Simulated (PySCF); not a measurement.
# Adding and removing an electron: BeSn

PBE; PySCF, spin-free X2C with a Gaussian nucleus, basis sets Be x2c-SVPall, Sn x2c-SVPall. Neutral (UKS): triplet (π ↑↑), Re = 2.361 Å, ωe = 459 cm⁻¹, De = 1.48 eV, HOMO -4.39 eV, LUMO -3.73 eV.

BeSn⁺ (UKS): doublet (π ↑), Re = 2.552 Å, ωe = 364 cm⁻¹, De = 1.69 eV to Be + Sn⁺. The energies at the minima are -6190.03491 hartree for BeSn and -6189.77523 for BeSn⁺.

Q: Work out the adiabatic ionisation energy, without and with harmonic zero-point energies (1 hartree = 27.2114 eV, 1 eV = 8065.5 cm⁻¹), and the change of the bond length.

A: At PBE: 0.25968 hartree = 7.066 eV between the minima; the zero-point term (364.0 − 459.0)/2 cm⁻¹ = -0.006 eV makes it 7.060 eV. Re changes by +19.1 pm against the neutral. The electron leaves a π orbital, and the longer bond of the ion fits a bonding orbital, or a change in how ionic the bond is.

Spin–orbit coupling is left out, which matters for elements this heavy, above all for dissociation energies. For an ion De counts to the pair picked by the measured ionisation energies or electron affinities, which need not be the lowest pair at this level. States were picked by a PBE0 search and need not be the measured ground states.
